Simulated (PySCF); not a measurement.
# Vibration and rotation of CsN⁻

UHF-SCS-MP2 constants of CsN⁻, ⁴Σ⁻ (quartet), unpaired electrons σ ↑, π ↑↑ (basis Cs def2-SVPD with ECP46, N def2-SVPD; scalar-relativistic core potentials; PySCF 2.14; masses 132.9054 and 14.0031 u):

* ωe: 263.0 cm⁻¹
* ωexe: 2.49 cm⁻¹
* Be: 0.1583 cm⁻¹
* αe: 0.00139 cm⁻¹
* D (centrifugal): 2.29e-07 cm⁻¹
* De to Cs⁻ + N: 0.188 eV

Give the vibrational terms G(v) and spacings up to v = 3.

G(v) = ωe(v+½) − ωexe(v+½)².

```json
{"v": "0", "G(v) (cm⁻¹)": "131", "G(v) − G(v−1)": "", "Bv (cm⁻¹)": "0.1576"}
{"v": "1", "G(v) (cm⁻¹)": "389", "G(v) − G(v−1)": "258", "Bv (cm⁻¹)": "0.1562"}
{"v": "2", "G(v) (cm⁻¹)": "642", "G(v) − G(v−1)": "253", "Bv (cm⁻¹)": "0.1548"}
{"v": "3", "G(v) (cm⁻¹)": "890", "G(v) − G(v−1)": "248", "Bv (cm⁻¹)": "0.1534"}
```

Correlated steps freeze 1 core orbital. The bond is weak. Basis-set superposition, not corrected here, can be much of De in a small basis, most of all at correlated wavefunction levels. These are scalar-relativistic numbers at best; spin–orbit coupling would shift them, the dissociation energy most. For an ion De counts to the pair picked by the measured ionisation energies or electron affinities, which need not be the lowest pair at this level. The state was picked by a PBE0 search and need not be the measured ground state.
